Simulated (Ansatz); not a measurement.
Energy difference R1 → P1 + P2, each structure at its B3LYP-D3(BJ)/def2-TZVP stationary point, reached from a drawn start (curvature not checked).
R1, F2La (SMILES [F][La][F]) (charge 0, multiplicity 2):
```xyz
3

La     0.004     0.005    -0.796
F      1.761    -0.006     0.407
F     -1.765     0.001     0.389
```
P1, FLa (SMILES [F][La]) (charge 0, multiplicity 1, Z-matrix in Å and degrees):
```
La
F 1 2.0897
```
P2: F atom, charge 0, multiplicity 2.

P less R. No zero-point or thermal terms; singlets are restricted closed shells; open shells are unrestricted; no spin–orbit coupling. The spin states of the d-block species are the ones drawn and need not be the lowest.

Frozen-core correlation throughout.

Programs: Ansatz (Gaussian basis) for Hartree–Fock, density functionals and correlated methods. Each number belongs to the level named beside it. Elements past Kr take the def2 small-core potentials, without spin–orbit coupling.

```tsv
level	reaction energy (kcal/mol)
HF/def2-TZVPP	120.63
BLYP/def2-TZVPP	154.40
wB97M-V/def2-TZVPP	149.95
MP2/def2-TZVPP	159.73
SCS-MP2/def2-SVP	149.61
SCS-MP2/def2-TZVPP	153.09
CCSD/def2-TZVPP	145.00
CCSD(T)/def2-SVP	(withheld)
CCSD(T)/def2-QZVPP	(withheld)
```

### Question
Fill in the missing entries.

### Answer

- CCSD(T)/def2-SVP, reaction energy (kcal/mol): 143.60
- CCSD(T)/def2-QZVPP, reaction energy (kcal/mol): 150.26

Ansatz is a quantum-chemistry and plane-wave program.
